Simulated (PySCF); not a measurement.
H₃AlFNO (SMILES [NH2][Al]([OH])[F]), singlet, geometry from GFN2-xTB (such geometries of metal compounds can be far from the true shape); PySCF with HF/cc-pVDZ, polarisability by finite fields.

The PySCF input:
```python
from pyscf import gto, scf

mol = gto.Mole()
mol.atom = '''
    Al    0.02872516   -0.01725957    0.01872178
    F     1.60534780   -0.14255131   -0.46416288
    O    -0.44353929   -0.67572208    1.44224094
    H    -0.45470422   -1.12520853    2.27321481
    N    -1.11967264    0.83223004   -1.02278124
    H    -2.09557534    0.95743659   -0.81144556
    H    -0.88525500    1.25527441   -1.90614538
'''
mol.basis = 'cc-pvdz'
mol.verbose = 4
mol.build()

mf = scf.RHF(mol)
mf.conv_tol = 1e-11
mf.kernel()
h0, z, done = mf.get_hcore(), mol.intor('int1e_r')[2], []
def energy(F):
    f = mf.copy()
    f.scf_summary = {}
    f.get_hcore = lambda *a: h0 + F * z
    e = f.kernel(mf.make_rdm1())
    done.append(f.converged)
    return e
F = 0.05
alpha = -(energy(F) + energy(-F) - 2 * mf.e_tot) / F**2
print('alpha_zz =', alpha)
```

Output, abridged:

```
PySCF version 2.14.0

[INPUT] verbose = 4
[INPUT] num. atoms = 7
[INPUT] num. electrons = 40
[INPUT] charge = 0
[INPUT] spin (= nelec alpha-beta = 2S) = 0
[INPUT] symmetry False subgroup None
[INPUT] Mole.unit = angstrom
[INPUT] Symbol           X                Y                Z      unit          X                Y                Z       unit  Magmom
[INPUT]  1 Al     0.028725160000  -0.017259570000   0.018721780000 AA    0.054282685284  -0.032615860328   0.035379036764 Bohr   0.0
[INPUT]  2 F      1.605347800000  -0.142551310000  -0.464162880000 AA    3.033667676673  -0.269382934598  -0.877140720389 Bohr   0.0
[INPUT]  3 O     -0.443539290000  -0.675722080000   1.442240940000 AA   -0.838167783584  -1.276929667521   2.725440382235 Bohr   0.0
[INPUT]  4 H     -0.454704220000  -1.125208530000   2.273214810000 AA   -0.859266443484  -2.126335954724   4.295753413205 Bohr   0.0
[INPUT]  5 N     -1.119672640000   0.832230040000  -1.022781240000 AA   -2.115874638769   1.572686848236  -1.932776428943 Bohr   0.0
[INPUT]  6 H     -2.095575340000   0.957436590000  -0.811445560000 AA   -3.960063465992   1.809292936737  -1.533409873394 Bohr   0.0
[INPUT]  7 H     -0.885255000000   1.255274410000  -1.906145380000 AA   -1.672889500402   2.372124846075  -3.602092721805 Bohr   0.0

nuclear repulsion = 160.982933987945
number of shells = 29
number of NR pGTOs = 140
number of NR cGTOs = 75
basis = cc-pvdz
ecp = {}

******** <class 'pyscf.scf.hf.RHF'> ********
method = RHF
initial guess = minao
damping factor = 0
level_shift factor = 0
DIIS = <class 'pyscf.scf.diis.CDIIS'>
diis_start_cycle = 1
diis_space = 8
diis_damp = 0
SCF conv_tol = 1e-11
SCF conv_tol_grad = None
SCF max_cycles = 50
direct_scf = True
direct_scf_tol = 1e-13
Set gradient conv threshold to 3.16228e-06
Initial guess from minao.
init E= -472.583315605222
  HOMO = -0.310764290105647  LUMO = -0.0304625526878097  gap/eV = 7.62740
cycle= 1 E= -472.490467506724  delta_E= 0.0928  |g|=  0.7  |ddm|= 2.12
  HOMO = -0.391232712485768  LUMO = 0.122810681124753  gap/eV = 13.98783
cycle= 2 E= -472.558437976169  delta_E= -0.068  |g|= 0.414  |ddm|= 0.634
  HOMO = -0.406825616014586  LUMO = 0.114154943757788  gap/eV = 14.17660
cycle= 3 E= -472.587012840689  delta_E= -0.0286  |g|= 0.0381  |ddm|= 0.219
  HOMO = -0.404216107200158  LUMO = 0.116439790714598  gap/eV = 14.16777
cycle= 4 E= -472.587627695451  delta_E= -0.000615  |g|= 0.00844  |ddm|= 0.0517
  HOMO = -0.400736096366631  LUMO = 0.11687011613181  gap/eV = 14.08478
cycle= 5 E= -472.587661723905  delta_E= -3.4e-05  |g|= 0.00365  |ddm|= 0.0109
  HOMO = -0.401623625011664  LUMO = 0.116666859405677  gap/eV = 14.10340
cycle= 6 E= -472.58766671497  delta_E= -4.99e-06  |g|= 0.000959  |ddm|= 0.00359
  HOMO = -0.401388286987706  LUMO = 0.11660350735322  gap/eV = 14.09527
cycle= 7 E= -472.587667457737  delta_E= -7.43e-07  |g|= 0.000229  |ddm|= 0.00178
  HOMO = -0.401345898122423  LUMO = 0.116612740343935  gap/eV = 14.09437
cycle= 8 E= -472.587667498808  delta_E= -4.11e-08  |g|= 5.26e-05  |ddm|= 0.000488
  HOMO = -0.401342533358045  LUMO = 0.116610336175603  gap/eV = 14.09422
cycle= 9 E= -472.587667500348  delta_E= -1.54e-09  |g|= 2.27e-05  |ddm|= 9.04e-05
  HOMO = -0.401338933425467  LUMO = 0.116611120295896  gap/eV = 14.09414
cycle= 10 E= -472.58766750052  delta_E= -1.72e-10  |g|= 5.89e-06  |ddm|= 2.63e-05
  HOMO = -0.401338392141532  LUMO = 0.116611537073267  gap/eV = 14.09414
cycle= 11 E= -472.587667500541  delta_E= -2.08e-11  |g|= 1.15e-06  |ddm|= 9.18e-06
  HOMO = -0.401338486963952  LUMO = 0.116611440845486  gap/eV = 14.09414
cycle= 12 E= -472.587667500537  delta_E= 3.75e-12  |g|= 4.72e-07  |ddm|= 1.58e-06
  HOMO = -0.401338493244268  LUMO = 0.116611455782686  gap/eV = 14.09414
Extra cycle  E= -472.587667500536  delta_E= 6.82e-13  |g|= 2.64e-07  |ddm|= 4.89e-07
converged SCF energy = -472.587667500536

******** <class 'pyscf.scf.hf.RHF'> ********
method = RHF
initial guess = minao
damping factor = 0
level_shift factor = 0
DIIS = <class 'pyscf.scf.diis.CDIIS'>
diis_start_cycle = 1
diis_space = 8
diis_damp = 0
SCF conv_tol = 1e-11
SCF conv_tol_grad = None
SCF max_cycles = 50
direct_scf = True
direct_scf_tol = 1e-13
Overwritten attributes  get_hcore  of <class 'pyscf.scf.hf.RHF'>
Set gradient conv threshold to 3.16228e-06
init E= -472.602125871237
  HOMO = -0.374138804260869  LUMO = -0.0061024542943704  gap/eV = 10.01478
cycle= 1 E= -472.631454024857  delta_E= -0.0293  |g|= 0.0689  |ddm|= 0.415
  HOMO = -0.405810579759337  LUMO = 0.0176022101896072  gap/eV = 11.52165
cycle= 2 E= -472.633696405733  delta_E= -0.00224  |g|= 0.0256  |ddm|= 0.104
  HOMO = -0.400268918769592  LUMO = 0.0196182709215842  gap/eV = 11.42571
cycle= 3 E= -472.634014953596  delta_E= -0.000319  |g|= 0.0146  |ddm|= 0.0395
  HOMO = -0.405323862729257  LUMO = 0.0213428129507403  gap/eV = 11.61019
cycle= 4 E= -472.634098220266  delta_E= -8.33e-05  |g|= 0.00286  |ddm|= 0.0217
  HOMO = -0.404971190380415  LUMO = 0.0217384976443746  gap/eV = 11.61136
cycle= 5 E= -472.634104213005  delta_E= -5.99e-06  |g|= 0.000786  |ddm|= 0.00688
  HOMO = -0.404847793614955  LUMO = 0.0216796407709756  gap/eV = 11.60640
cycle= 6 E= -472.634104809099  delta_E= -5.96e-07  |g|= 0.000238  |ddm|= 0.00253
  HOMO = -0.404826781249462  LUMO = 0.021697746931574  gap/eV = 11.60632
cycle= 7 E= -472.634104854472  delta_E= -4.54e-08  |g|= 0.000114  |ddm|= 0.000644
  HOMO = -0.404833574456454  LUMO = 0.021705433371852  gap/eV = 11.60672
cycle= 8 E= -472.634104863943  delta_E= -9.47e-09  |g|= 2.78e-05  |ddm|= 0.000345
  HOMO = -0.404830281321546  LUMO = 0.0217035277212583  gap/eV = 11.60658
cycle= 9 E= -472.634104864787  delta_E= -8.43e-10  |g|= 7.27e-06  |ddm|= 0.000116
  HOMO = -0.404829490948079  LUMO = 0.021703862613041  gap/eV = 11.60656
cycle= 10 E= -472.634104864834  delta_E= -4.75e-11  |g|= 3.09e-06  |ddm|= 2.61e-05
  HOMO = -0.404829571629604  LUMO = 0.021703732934129  gap/eV = 11.60656
cycle= 11 E= -472.634104864837  delta_E= -2.5e-12  |g|= 1.09e-06  |ddm|= 7.4e-06
  HOMO = -0.404829494128811  LUMO = 0.0217037555149169  gap/eV = 11.60656
Extra cycle  E= -472.634104864839  delta_E= -2.73e-12  |g|= 6.06e-07  |ddm|= 2.32e-06
converged SCF energy = -472.634104864839

******** <class 'pyscf.scf.hf.RHF'> ********
method = RHF
initial guess = minao
damping factor = 0
level_shift factor = 0
DIIS = <class 'pyscf.scf.diis.CDIIS'>
diis_start_cycle = 1
diis_space = 8
diis_damp = 0
SCF conv_tol = 1e-11
SCF conv_tol_grad = None
SCF max_cycles = 50
direct_scf = True
direct_scf_tol = 1e-13
Set gradient conv threshold to 3.16228e-06
init E= -472.573209129838
  HOMO = -0.312656038234437  LUMO = -0.0428843854385219  gap/eV = 7.34086
cycle= 1 E= -472.603273199923  delta_E= -0.0301  |g|= 0.0699  |ddm|= 0.42
  HOMO = -0.334032543233789  LUMO = -0.0150650392709206  gap/eV = 8.67955
cycle= 2 E= -472.605684257719  delta_E= -0.00241  |g|= 0.0256  |ddm|= 0.103
  HOMO = -0.330053077542297  LUMO = -0.0117016975910396  gap/eV = 8.66278
cycle= 3 E= -472.606066736556  delta_E= -0.000382  |g|= 0.0147  |ddm|= 0.0438
  HOMO = -0.333659489814514  LUMO = -0.00906716035831856  gap/eV = 8.83261
cycle= 4 E= -472.606171243397  delta_E= -0.000105  |g|= 0.00336  |ddm|= 0.0239
  HOMO = -0.33338620321584  LUMO = -0.00867055165776076  gap/eV = 8.83596
cycle= 5 E= -472.606183081484  delta_E= -1.18e-05  |g|= 0.00118  |ddm|= 0.00971
  HOMO = -0.333232098014281  LUMO = -0.00872293839496674  gap/eV = 8.83034
cycle= 6 E= -472.606184867324  delta_E= -1.79e-06  |g|= 0.000392  |ddm|= 0.00425
  HOMO = -0.333274109387716  LUMO = -0.00871928018520318  gap/eV = 8.83159
cycle= 7 E= -472.606185019478  delta_E= -1.52e-07  |g|= 0.000166  |ddm|= 0.00115
  HOMO = -0.333256300626772  LUMO = -0.00870409513352222  gap/eV = 8.83152
cycle= 8 E= -472.60618504362  delta_E= -2.41e-08  |g|= 3.52e-05  |ddm|= 0.000527
  HOMO = -0.333255963661142  LUMO = -0.00870805479252024  gap/eV = 8.83140
cycle= 9 E= -472.606185044863  delta_E= -1.24e-09  |g|= 8.59e-06  |ddm|= 0.000121
  HOMO = -0.333254269812574  LUMO = -0.00870855767782786  gap/eV = 8.83134
cycle= 10 E= -472.606185044915  delta_E= -5.23e-11  |g|= 4.41e-06  |ddm|= 1.95e-05
  HOMO = -0.333254900831036  LUMO = -0.0087084039524763  gap/eV = 8.83136
cycle= 11 E= -472.606185044922  delta_E= -6.03e-12  |g|= 1.44e-06  |ddm|= 7.1e-06
  HOMO = -0.333254727035235  LUMO = -0.00870841886847185  gap/eV = 8.83135
Extra cycle  E= -472.606185044928  delta_E= -6.37e-12  |g|= 8.11e-07  |ddm|= 2.68e-06
converged SCF energy = -472.606185044928
alpha_zz = 25.98196347785233
```
